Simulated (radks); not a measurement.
Results of a calculation; reference values are marked as such.
Valence configurations of Ar II (all share [Ne]). Level of theory: scalar-relativistic Kohn-Sham, PBE, spin-polarised, spherical densities, finite nucleus; open shells are filled with parallel spins first; Fermi nuclear charge, rms radius 3.4274 fm (a radial shooting solver on a logarithmic mesh with Libxc functionals). Energies are relative to 3s2 3p5; eigenvalues in eV for spin up.

valence      E (eV)  moment (Bohr magnetons)    e(3p)    e(3s)
3s2 3p5       0.000                        1  -22.605  -37.221
3s1 3p6      14.545                        1  -23.217  -37.956
3s1.5 3p5.5   7.270                        1  -22.912  -37.590

NIST lists [Ne] 3s2 3p5 as the ground configuration; this level of theory agrees among the configurations tried. The energies are those of spherical high-spin densities, not of single terms.
